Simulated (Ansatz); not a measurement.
## Molecular dynamics, step by step

CH₃ClCu (charge +1), closed shell, PBE0-D4/def2-SVP (Ansatz 0.2.0). Settings (timestep in fs, temperature in K; T counts 12 degrees of freedom):

```yaml
hamiltonian: {xc: pbe0, dispersion: d4}
md: {n_steps: 80, timestep: 0.5, temperature: 100, ensemble: nve, seed: 861, initial_velocities: maxwell_boltzmann}
```

Start:

```
atom    x (Å)    y (Å)    z (Å)
 Cu1  -0.3286   1.9451  -1.7680
  C2   0.1483  -0.5459   0.3550
 Cl3  -0.6593   1.0738   0.2269
  H4  -0.2975  -1.1983  -0.3890
  H5  -0.0763  -0.8773   1.3655
  H6   1.2135  -0.3976   0.2094
```

| step | time (fs) | potential energy less the start (meV) | kinetic energy (meV) | T (K) |
| --- | --- | --- | --- | --- |
| 0 | 0.00 | 0.0 | 51.7 | 100 |
| 5 | 2.50 | 5.2 | 46.7 | 90 |
| 10 | 5.00 | 3.8 | 48.0 | 93 |
| 15 | 7.50 | 4.7 | 47.1 | 91 |
| 20 | 10.00 | 3.0 | 48.8 | 94 |
| 25 | 12.50 | 2.2 | 49.6 | 96 |
| 30 | 15.00 | 5.6 | 46.2 | 89 |
| 35 | 17.50 | 6.3 | 45.5 | 88 |
| 40 | 20.00 | 10.2 | 41.6 | 80 |
| 45 | 22.50 | 12.2 | 39.6 | 77 |
| 50 | 25.00 | 15.4 | 36.4 | 70 |
| 55 | 27.50 | 18.0 | 33.8 | 65 |
| 60 | 30.00 | 18.5 | 33.3 | 64 |
| 65 | 32.50 | 23.6 | 28.2 | 55 |
| 70 | 35.00 | 21.8 | 30.0 | 58 |
| 75 | 37.50 | 29.8 | 22.0 | 43 |
| 80 | 40.00 | 25.6 | 26.1 | 50 |

Step 30, positions (Å) and forces (eV/Å):

```
atom       x       y       z      Fx      Fy      Fz
 Cu1  -0.332   1.960  -1.789   0.004  -0.067   0.110
  C2   0.141  -0.573   0.393   0.033  -0.301  -0.063
 Cl3  -0.650   1.059   0.248  -0.021   0.055  -0.056
  H4  -0.219  -1.200  -0.451   0.240   0.277   0.462
  H5  -0.202  -0.965   1.371   0.086   0.135  -0.380
  H6   1.235  -0.412   0.396  -0.343  -0.098  -0.073
```

Step 35, positions (Å) and forces (eV/Å):

| atom | x | y | z | Fx | Fy | Fz |
| --- | --- | --- | --- | --- | --- | --- |
| Cu1 | -0.333 | 1.963 | -1.793 | -0.003 | -0.087 | 0.158 |
| C2 | 0.141 | -0.580 | 0.397 | 0.533 | 0.484 | 0.567 |
| Cl3 | -0.648 | 1.056 | 0.252 | 0.008 | 0.067 | -0.141 |
| H4 | -0.199 | -1.183 | -0.434 | -0.078 | -0.311 | -0.352 |
| H5 | -0.226 | -0.961 | 1.361 | 0.033 | -0.021 | -0.128 |
| H6 | 1.238 | -0.416 | 0.429 | -0.493 | -0.131 | -0.105 |

Step 45, positions (Å) and forces (eV/Å):

```
atom       x       y       z      Fx      Fy      Fz
 Cu1  -0.334   1.967  -1.799  -0.011  -0.122   0.236
  C2   0.143  -0.588   0.410  -0.813  -0.081  -0.430
 Cl3  -0.646   1.052   0.259   0.085   0.073  -0.257
  H4  -0.170  -1.199  -0.458   0.153   0.206   0.330
  H5  -0.276  -0.970   1.342   0.001  -0.168   0.133
  H6   1.209  -0.439   0.478   0.585   0.092  -0.011
```

Last step (80):

```xyz
6
angstrom
Cu -0.3383 1.9790 -1.8134
C 0.1256 -0.6068 0.4466
Cl -0.6322 1.0388 0.2688
H -0.0616 -1.1518 -0.4663
H -0.3645 -1.0671 1.3065
H 1.1899 -0.4357 0.6449
```

The run took about 76 s on 4 CPU threads of an Arm Neoverse V1 (shared host).
